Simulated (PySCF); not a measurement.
## How the method moves the HOMO and LUMO of B2FH3S

B₂FH₃S.
Z-matrix (Å and degrees, PBE0-D3(BJ)/def2-SVP geometry), rows numbered from 1:
```
B 
S   1  1.7912
B   2  1.8241  1  100.70
F   3  1.3148  2  117.71  1   177.53
H   1  1.2032  2  120.56  3     0.82
H   1  1.2038  2  116.59  3  -179.15
H   3  1.2049  2  122.53  1    -2.38
```

The species is `BSBF` (B2FH3S).

Basis pcSseg-2 throughout (PySCF), one geometry. Geometry: PBE0-D3(BJ)/def2-SVP, one conformer, isolated molecule.

Task: How do the orbital energies, the gap and the dipole change with the method?

Result: 
```
   method                    kind  HOMO (eV)  LUMO (eV)  gap (eV)  μ (D)  SCF cycles
     BLYP                     GGA      -7.47      -2.78      4.69   0.65          14
     OPBE                     GGA      -7.55      -2.82      4.73   0.69          15
    B97-D                     GGA      -7.58      -2.73      4.85   0.71          14
      PBE                     GGA      -7.58      -2.96      4.62   0.64          14
      KT2                     GGA      -7.66      -2.92      4.74   0.73          14
      LDA                     LDA      -7.67      -3.25      4.42   0.67          14
     BP86                     GGA      -7.68      -3.01      4.66   0.65          14
      KT3                     GGA      -7.70      -2.83      4.86   0.74          15
    B97-2           global hybrid      -8.64      -1.95      6.69   0.90          13
    B3LYP           global hybrid      -8.67      -2.17      6.50   0.86          12
     PBE0           global hybrid      -8.88      -1.98      6.90   0.89          13
 mPW1PW91           global hybrid      -8.91      -1.97      6.94   0.90          13
BHandHLYP           global hybrid      -9.90      -0.90      9.00   1.13          11
CAM-B3LYP  range-separated hybrid     -10.21      -0.86      9.36   0.98          12
  wB97X-D  range-separated hybrid     -10.73      -0.09     10.64   0.98          12
       HF            Hartree–Fock     -11.43       1.52     12.96   1.43          10
  LC-wPBE  range-separated hybrid     -11.57       0.29     11.86   1.05          14
```

The HOMO spans 4.10 eV, from BLYP down to LC-wPBE, and the gap runs from 4.42 eV (LDA) to 12.96 eV (HF). Over the methods BLYP (0 %), OPBE (0 %), B97-D (0 %), PBE (0 %), KT2 (0 %), LDA (0 %), BP86 (0 %), KT3 (0 %), B97-2 (21 %), B3LYP (20 %), PBE0 (25 %), mPW1PW91 (25 %), BHandHLYP (50 %), HF (100 %), a straight line through the gap against the share of exact exchange rises by 0.84 eV for each 10 % (correlation coefficient 0.998). The dipole ranges from 0.64 D (PBE) to 1.43 D (HF). This basis has no diffuse functions.
